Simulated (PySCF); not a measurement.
## Deuteron quadrupole couplings in `[SiH3]CN([SiH3])[SiH2][SiH3]`

Compound: CH₁₃NSi₄.
Z-matrix (Å and degrees, GFN2-xTB geometry), rows numbered from 1:
```
Si
C   1  1.9073
N   2  1.4563  1  115.43
Si  3  1.7283  2  117.17  1    88.98
Si  3  1.7452  2  118.55  1   -78.15
Si  5  2.3083  3  113.19  2    95.85
H   1  1.4652  2  107.25  3  -175.44
H   1  1.4631  2  110.41  3   -55.70
H   1  1.4654  2  109.38  3    65.22
H   2  1.0939  1  109.10  3   122.37
H   2  1.0949  1  108.91  3  -122.07
H   4  1.4592  3  106.20  2   168.53
H   4  1.4653  3  107.32  2    48.34
H   4  1.4704  3  111.84  2   -71.39
H   5  1.4701  3  104.87  2  -139.92
H   5  1.4732  3  104.12  2   -28.17
H   6  1.4688  5  112.53  3   108.87
H   6  1.4694  5  114.62  3   -11.93
H   6  1.4689  5  112.35  3  -132.68
```

Level: PBE0/pcSseg-1 (PySCF, non-relativistic); Q(2H) = 0.00286 b; rigid geometry, the same for H and D, with no vibrational averaging.

Question: Rank these positions by the coupling χzz of a deuteron there, largest first.
A. H9 (Si–H hydrogen)
B. H16 (Si–H hydrogen)
C. H11 (methylene hydrogen)

Answer: C (201 kHz), A (109 kHz), B (104 kHz).

What are Vzz, η and χzz (234.96 MHz × Q × Vzz) at all hydrogens?

```json
{"atom": "H7", "bonded to": "Si1", "bond length (Å)": "1.465", "Vzz (au)": "0.1617", "η": "0.01", "χzz (kHz)": "109"}
{"atom": "H8", "bonded to": "Si1", "bond length (Å)": "1.463", "Vzz (au)": "0.1630", "η": "0.01", "χzz (kHz)": "110"}
{"atom": "H9", "bonded to": "Si1", "bond length (Å)": "1.465", "Vzz (au)": "0.1616", "η": "0.02", "χzz (kHz)": "109"}
{"atom": "H10", "bonded to": "C2", "bond length (Å)": "1.094", "Vzz (au)": "0.2997", "η": "0.09", "χzz (kHz)": "201"}
{"atom": "H11", "bonded to": "C2", "bond length (Å)": "1.095", "Vzz (au)": "0.2986", "η": "0.08", "χzz (kHz)": "201"}
{"atom": "H12", "bonded to": "Si4", "bond length (Å)": "1.459", "Vzz (au)": "0.1637", "η": "0.05", "χzz (kHz)": "110"}
{"atom": "H13", "bonded to": "Si4", "bond length (Å)": "1.465", "Vzz (au)": "0.1596", "η": "0.05", "χzz (kHz)": "107"}
{"atom": "H14", "bonded to": "Si4", "bond length (Å)": "1.470", "Vzz (au)": "0.1556", "η": "0.02", "χzz (kHz)": "105"}
{"atom": "H15", "bonded to": "Si5", "bond length (Å)": "1.470", "Vzz (au)": "0.1584", "η": "0.04", "χzz (kHz)": "106"}
{"atom": "H16", "bonded to": "Si5", "bond length (Å)": "1.473", "Vzz (au)": "0.1555", "η": "0.06", "χzz (kHz)": "104"}
{"atom": "H17", "bonded to": "Si6", "bond length (Å)": "1.469", "Vzz (au)": "0.1617", "η": "0.00", "χzz (kHz)": "109"}
{"atom": "H18", "bonded to": "Si6", "bond length (Å)": "1.469", "Vzz (au)": "0.1609", "η": "0.01", "χzz (kHz)": "108"}
{"atom": "H19", "bonded to": "Si6", "bond length (Å)": "1.469", "Vzz (au)": "0.1619", "η": "0.00", "χzz (kHz)": "109"}
```

Average by the element that carries the hydrogen.

on Si: 108 kHz over 11 positions, mean bond length 1.467 Å; on C: 201 kHz over 2 positions, mean bond length 1.094 Å.

How does χzz go with the bond length over the 11 Si–H bonds?

A straight-line fit has a slope of -3.7 kHz for each 0.01 Å, with a correlation coefficient of -0.78, over lengths from 1.459 to 1.473 Å.

A static deuteron (I = 1) shows a doublet split by (3/2)χ, (3/4)χ(1 + η) and (3/4)χ(1 − η) with the field along z, y and x of the gradient. What are these for H12?

With |χ| = 110.0 kHz and η = 0.050: 165, 87 and 78 kHz, to first order and without motion.

The structure is a single GFN2-xTB conformer in the gas phase; no vibrational or solvent corrections. GFN2-xTB bond lengths can be off by several hundredths of an ångström, more for odd bonds, and the gradients follow them. With so small a basis the couplings can be 20 % off.

The run behind these numbers computed NMR shieldings as well. On one thread, Arm Neoverse N1 (aarch64), shared host with 64 logical CPUs at a one-minute load of 62, this took 61 s wall and 1.0 GiB of memory at its peak.
